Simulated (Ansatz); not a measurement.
Input for Ansatz (an electronic-structure program): U-r2SCAN/cc-pVTZ on C2H3B (SMILES BC#C), a point of a bond scan (R = 1.784 Å).

Ansatz 0.2 input:
```yaml
crystal:
  periodic: [false, false, false]
  atoms:
    - {symbol: B, position_ang: [-1.19336207, -0.05181280, -0.71503351]}
    - {symbol: C, position_ang: [0.09242682, 0.00401294, 0.05537990]}
    - {symbol: C, position_ang: [1.12928729, 0.04903083, 0.67664147]}
    - {symbol: H, position_ang: [2.04113857, 0.08862114, 1.22300057]}
    - {symbol: H, position_ang: [-2.33527576, 1.31711150, -0.64235463]}
    - {symbol: H, position_ang: [-1.44997504, -1.00862318, -1.37338029]}
basis:
  gaussian:
    orbitals: cc-pVTZ
hamiltonian:
  xc: {name: r2SCAN}
magnetization: {spin_polarized: true, initial_magnetization: 0}
```

The head of its log:

```
WARN ansatz: RAYON_NUM_THREADS=1 ignored (pool sized by the plan → 1); use --threads N
Functional definition: r2SCAN
integrals: 0.03 GiB planned
720 factors; their error is unknown
mean field: 0.45 GiB planned
mean field evaluation 1: about -2788.8036 eV, gradient 3.2e1 eV
mean field evaluation 2: about -2782.3098 eV, gradient 4.4e1 eV
```

Problem. Predict the final total energy.

Solution. -102.6759 hartree.
